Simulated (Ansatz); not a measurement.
**Question.** Predict a relaxed structure of the cluster GeSe₂ (the lowest singlet isomer of a short search), charge 0, singlet, at r2SCAN-D4/def2-TZVP (Ansatz).

**Answer.** 
Cartesian coordinates in Å:
```
Ge 0.8875 -0.5096 -0.8667
Se -1.2777 0.3066 -0.4508
Se 0.3902 0.2029 1.3175
```
Point group C2v (tolerance 0.1 Å). This is one stationary point.

The structure comes from a short search, and lower isomers may exist.
